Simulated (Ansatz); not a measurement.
C4H11B can be A, `BCC(C)C`, or B, `CBC(C)C`.

Gas-phase electronic energies from Ansatz, PBE0-D4/def2-TZVP geometries. CCSD(T)/CBS is the MP2 limit (def2-TZVPP, def2-QZVPP) plus CCSD(T) − MP2 in def2-TZVPP, frozen cores. DFT in def2-TZVPP. B3LYP here is the variant with VWN-RPA as its local correlation; programs differ in this. Each species was taken in one conformer, which may not be the lowest.

A:

```xyz
16

B     1.682   -0.664    1.348
C     0.832   -0.724    0.056
C    -0.108    0.438   -0.252
C    -0.659    0.358   -1.668
C    -1.238    0.488    0.767
H     2.264   -1.639    1.735
H     1.834    0.363    1.950
H     1.619   -0.789   -0.723
H     0.310   -1.686   -0.042
H     0.469    1.367   -0.160
H    -1.320    1.201   -1.888
H    -1.237   -0.562   -1.806
H     0.145    0.358   -2.409
H    -1.837   -0.428    0.724
H    -1.907    1.332    0.581
H    -0.850    0.586    1.785
```

B:

Z-matrix (Å, degrees):
```
C
B 1 1.557
H 1 1.101 2 106.6
H 1 1.094 2 112.1 3 113.9
H 1 1.092 2 115.9 3 -119.4
C 2 1.567 1 125.7 3 102.6
H 2 1.206 1 117.8 3 -73.2
C 6 1.531 2 112.4 1 140.7
C 6 1.524 2 116.6 1 10.2
H 6 1.108 2 101.0 1 -106.5
H 8 1.092 6 111.6 2 50.4
H 8 1.094 6 111.3 2 171.4
H 8 1.094 6 110.9 2 -69.5
H 9 1.094 6 111.5 2 -174.3
H 9 1.095 6 111.0 2 66.3
H 9 1.093 6 112.0 2 -53.7
```

Which isomer does CCSD(T)/CBS put lower? Give the gap. (Estimate.)

Ansatz gave: B, by 9.2 kcal/mol.

Give E(B) − E(A) in kcal/mol with B3LYP, BLYP-D4, CCSD/def2-TZVPP, r2SCAN-D4, CCSD(T)/def2-TZVPP, B3LYP-D4, LDA (SPW92). (Best estimate.)

Ansatz gave: B3LYP -10.4, BLYP-D4 -10.3, CCSD/def2-TZVPP -9.0, r2SCAN-D4 -10.6, CCSD(T)/def2-TZVPP -9.1, B3LYP-D4 -10.1, LDA (SPW92) -10.6. None reverses the order clearly.

Does the order hold for the free energy at 298.15 K (harmonic terms from PBE0-D4)? (An estimate is asked.)

Computed: Yes: G(B) − G(A) = -10.3 kcal/mol, for one conformer each. Modes under 60 cm⁻¹, often nearly free rotors, make the harmonic entropy too high.

Largest T1 diagnostic: 0.009.

At CCSD(T), def2-SVP lies +1.1 kcal/mol from the extrapolated value and def2-TZVPP +0.1 kcal/mol. Leaving LDA and LC-ωPBE aside and taking each functional with its dispersion term where it has one, the values, not all of them listed here, spread over 1.5 kcal/mol, from PBE-D4 to ωB97X-V.
